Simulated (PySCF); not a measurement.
# What a mistake does to a calculation on AlC2H6O

Calculated results; nothing here was measured. They come from PySCF 2.14.0, an open-source quantum chemistry program, on an isolated molecule that a program drew, which may never have been made. The molecule is AlC2H6O (charge 0, doublet), drawn as the SMILES string `C[CH2][Al][OH]`.

Each row is a Hartree-Fock (HF) and frozen-core CCSD(T) single point in the cc-pV(D+d)Z basis, meant for a local HF minimum. Run 1 is clean. Each other run has one planted mistake out of seven kinds, and not every kind appears here: one electron removed, one electron added, multiplicity raised by two, geometry at a saddle point, minimal basis STO-3G, one bond length entered in bohr, all coordinates scaled. The reference is restricted for singlets and unrestricted otherwise, and also for a bond in bohr. Adding or removing an electron swaps singlet and doublet. Electrons count all cores. HOMO and LUMO are orbital energies over both spins, the gradient is its largest component, and the lowest frequency (negative if imaginary) is given only where the gradient is small. Bond lengths are over the 9 bonds as drawn. T1 is the CCSD diagnostic: over 0.02 (restricted) or 0.045 (unrestricted) a single reference is doubtful.

Geometry of the clean run:
```xyz
10
AlC2H6O, angstrom
C    -1.0141   -1.2475   -0.3634
C    -0.5381    0.1514    0.0592
Al    0.3585    1.2297   -1.3565
O     0.5515    0.5805   -2.9132
H    -0.1826   -1.8692   -0.7077
H    -1.4953   -1.7806    0.4618
H    -1.7392   -1.1966   -1.1809
H     0.1546    0.0755    0.9079
H    -1.3833    0.7401    0.4402
H     0.2918   -0.2599   -3.2536
```

| run | electrons | basis functions | <S^2> | HOMO (eV) | LUMO (eV) | gradient (hartree/bohr) | lowest frequency (cm^-1) | mean bond (Å) | longest bond (Å) | T1 | HF (hartree) | CCSD(T) (hartree) | mistake |
|---|---|---|---|---|---|---|---|---|---|---|---|---|---|
| 1 | 39 | 95 | 0.756 | -7.94 | 1.51 | 2.7e-05 | 50 | 1.2943 | 1.993 | 0.0141 | -396.04476 | -396.62634 | no fault |
| 2 | 38 | 95 | 0.000 | -16.75 | -6.44 | 5.1e-02 | - | 1.2943 | 1.993 | 0.0161 | -395.77940 | -396.36134 | one electron removed |
| 3 | 39 | 95 | 0.754 | -7.68 | 1.78 | 5.4e-02 | - | 1.2335 | 1.899 | 0.0131 | -396.02260 | -396.59519 | all coordinates scaled |
| 4 | 39 | 95 | 1.479 | -8.56 | 1.05 | 2.3e-02 | - | 1.3875 | 1.993 | 0.0619 | -395.91377 | -396.49088 | one bond length entered in bohr |
| 5 | 39 | 95 | 3.759 | -4.89 | -1.59 | 9.7e-02 | - | 1.2943 | 1.993 | 0.0273 | -395.86586 | -396.42331 | multiplicity raised by two |
| 6 | 40 | 95 | 0.000 | 0.04 | 7.45 | 5.9e-02 | - | 1.2943 | 1.993 | 0.0141 | -396.01408 | -396.62898 | ? |

**Which mistake was planted in run 6, and what did it cost?**

It counts 40 electrons, one more than the clean run, at the same geometry and basis. So the mistake is: one electron added. Subtracting run 1 and multiplying by 627.51 kcal/mol a hartree, the energy moved by 19.3 kcal/mol in HF and -1.7 kcal/mol in CCSD(T).

Cautions from the logs. Run 4: T1 is over the limit, so its CCSD(T) energy is less reliable; run 6: the HOMO is above zero, so the electron isn't bound and the energy depends on the basis.
